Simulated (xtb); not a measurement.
WClH₅, SMILES [Cl][WH5], multiplicity 1. All values are semi-empirical tight-binding results from xtb (GFN2-xTB unless named), good for trends rather than for accurate numbers. Geometry optimised at GFN2-xTB. The multiplicity is an assumed one; no other spin state was optimised. The structure was generated by enumeration; whether it is a known compound was not checked.

Optimised geometry:

Bonded distances (Å): W1–Cl2 2.421, W1–H3 1.780, W1–H4 1.913, W1–H5 1.780, W1–H6 1.780, W1–H7 1.780. Angles (°): Cl2–W1–H3 86.3, Cl2–W1–H4 180.0, Cl2–W1–H5 86.3, Cl2–W1–H6 86.3, Cl2–W1–H7 86.3, H3–W1–H4 93.7, H3–W1–H5 89.8, H3–W1–H6 89.8, H3–W1–H7 172.6, H4–W1–H5 93.7, H4–W1–H6 93.7, H4–W1–H7 93.7, H5–W1–H6 172.6, H5–W1–H7 89.8, H6–W1–H7 89.8.
Charge 0, spin multiplicity 1.

For metal compounds this method's bond lengths and energies can be far off.

The point group as xtb finds it is C4v and the orbital gap comes out as 3.62 eV. The zero-point energy is 20.9 kcal/mol. The G − E(el) at 298.15 K (modified RRHO) comes out as 3.6 kcal/mol.

Computed atomic charges and the Wiberg bond orders between heavy atoms:
charges (e) W1 1.52, Cl2 -0.38, H3 -0.24, H4 -0.17, H5 -0.24, H6 -0.24, H7 -0.24. Bond orders W1–Cl2 0.89.
